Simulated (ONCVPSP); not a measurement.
## Before and after: ONCV potential for N (Z = 7)

```
Element                 : nitrogen (N)
Generator               : ONCVPSP 4.0.1
Type                    : optimised norm-conserving Vanderbilt (ONCV)
Functional              : PBEsol
Relativity              : scalar-relativistic
Frozen core             : [He]
Valence charge          : 5
Reference configuration : 2s2 2p3
Partial waves           : 2s: rc 0.85 bohr, ncon 5, nbas 9, qcut 9.5 1/bohr, 1 projector; 2p: rc 1.55 bohr, ncon 4, nbas 8, qcut 10.1 1/bohr, 2 projectors, debl 0.5 Ha
Local potential         : polynomial inside 0.55 bohr (lpopt 5, dvloc0 6 Ha)
Core correction         : Teter function, fcfact 2.25, rcfact 1.35
```

All-electron outer shells of the reference configuration (PBEsol, scalar-relativistic, ld1.x):

```tsv
shell	level (eV)	outermost node (bohr)	outermost maximum (bohr)
1s	-383.09	–	0.15
2s	-18.46	0.32	1.02
2p	-7.04	–	0.98
```

Change: all radii but the core radius scaled by about 1.33 (s 1.14, p 2.06 bohr); local potential polynomial inside 0.74 bohr (lpopt 5, dvloc0 6 Ha).

Cutoffs: the cutoffs (Ha) at which the residual kinetic energy of the hardest occupied pseudo-wave falls to 1 and 0.1 mHa per electron; they do not see the model core or the augmentation charge, which bear on the density cutoff. Errors are all-electron minus pseudo energies relative to the spin-unpolarised reference configuration.

Task: What does the change do?

Result: The potential gets neither clearly harder nor softer (30 Ha and 42 Ha → 30 Ha and 38 Ha); the s channel sets the loose cutoff, while the largest relative change is in p, which becomes softer; of the 4 tests that both files solve, the error grows in 4 and shrinks in 0 by more than 15 % and 0.3 meV (median size 58.8 → 125.1 meV); neither file shows a bound ghost. More of the atom is replaced by a form fitted at one configuration, so other configurations suffer.

| quantity | base | changed |
| --- | --- | --- |
| cutoff, loose | 30 Ha | 30 Ha |
| cutoff, tight | 42 Ha | 38 Ha |
| loose cutoff by channel | s 30 Ha, p 29 Ha | s 30 Ha, p 23 Ha |
| bound ghosts | none | none |
| GHOST(+) flags under 300 eV | none | none |
| error for 2s2 2p2, meV [ΔE 13.52 eV] | +11 | +27 |
| error for 2s2 2p1, meV [ΔE 42.26 eV] | +106 | +223 |
| error for 2s2 2p0, meV [ΔE 89.14 eV] | +471 | +895 |
| error for 2s2 2p2.5, meV [ΔE 5.06 eV] | +1.6 | +4.1 |
| rms error of d²Exc/dni dnj with the model core, mHa | 1.17 | 1.21 |
